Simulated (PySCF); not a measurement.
Geometries of 3 isomers of C3H3IO, from PBE0-D3(BJ)/def2-SVP geometry optimisation, gas phase, def2 core potentials past Kr in PySCF 2.14.0. One conformer each, no zero-point energy, no frequencies.

**Question.** Which is lowest in electronic energy at this level?
A.
```xyz
8
angstrom
O     -1.440    0.461    0.531
C     -0.369    0.260   -0.325
C      0.991    0.598    0.179
C      0.725   -0.671    0.043
I      1.342   -2.611    0.304
H     -2.234    0.121    0.105
H     -0.623    0.422   -1.387
H      1.660    1.397    0.493
```
B.
```xyz
8
angstrom
C     -1.043   -0.152    0.043
C      0.093    0.545    0.149
C      1.350   -0.037   -0.363
O      1.495   -1.080   -0.900
I      3.072    1.293   -0.026
H     -1.048   -1.144   -0.417
H     -1.989    0.251    0.413
H      0.141    1.537    0.603
```
C.
```xyz
8
angstrom
C     -0.956   -0.224    0.266
C      0.377    0.321   -0.139
I      0.625    2.394   -0.407
C      1.467   -0.384   -0.359
O      2.433   -1.002   -0.554
H     -1.280    0.196    1.231
H     -0.904   -1.318    0.372
H     -1.726    0.008   -0.487
```

**Answer.** B. That is `C=CC(=O)I`, 8.3 kcal/mol below the next.

```
      SMILES           atoms numbered as above      E (Eh)  relative (kcal/mol)  relative (kJ/mol)  dipole (D)
   C=CC(=O)I  [CH2:1]=[CH:2][C:3](=[O:4])[I:5]  -488.67935                  0.0                0.0        3.21
   CC(I)=C=O   [CH3:1][C:2]([I:3])=[C:4]=[O:5]  -488.66617                  8.3               34.6        1.65
O[C@H]1C=C1I  [OH:1][C@H:2]1[CH:3]=[C:4]1[I:5]  -488.60500                 46.7              195.2        1.24
```

As drawn, the lowest has a C=O bond, which the highest lacks; the highest has a three-membered ring and an O–H bond, which the lowest lacks.
